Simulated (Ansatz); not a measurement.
The same atomization along the group Mg, Zn, Cd.

Computed with Ansatz on PBE0-D4/def2-TZVP structures; ΔE is electronic, products minus reactants. CCSD(T)/CBS adds triple-zeta CCSD(T) − MP2 to the extrapolated MP2 energy (def2 sets, frozen cores). This one scheme is used for every species, atoms too. Functionals use def2-TZVPP. No spin–orbit coupling; open shells (•) take unrestricted orbitals. Spin–orbit coupling would lower the free atoms: a little for C, Cl, O. Elements past krypton have def2 core potentials. Bonds to Cd, Mg, Zn are less sure, by a few kJ/mol each and by 10 to 20 or more in all where they break to atoms, as the def2 sets lack core-valence functions. Scalar relativity is left out up to krypton. Each species was taken in one conformer, which may not be the lowest.

```csv
reaction,ωB97X-V (kcal/mol)
`C[O][Mg][Cl]` → C• + Mg (atom) + Cl• + 3 H• + O•,575.1
`C[O][Zn][Cl]` → C• + Zn (atom) + Cl• + 3 H• + O•,539.7
`C[O][Cd][Cl]` → C• + Cd (atom) + Cl• + 3 H• + O•,516.0
```

(1) Give the CCSD(T)/CBS values in the same order. (Best estimate.)

Largest T1 diagnostic: 0.017, for Zn (atom).

## Answers

(1) Ansatz gave: 578.2, 538.4, 512.1 kcal/mol.

For atomizations the MP2-based limit and the directly extrapolated one differ by several kJ/mol either way, and by 10 to 25 for some Ge, Se and Sn compounds, so smaller differences from it don't rank the levels.
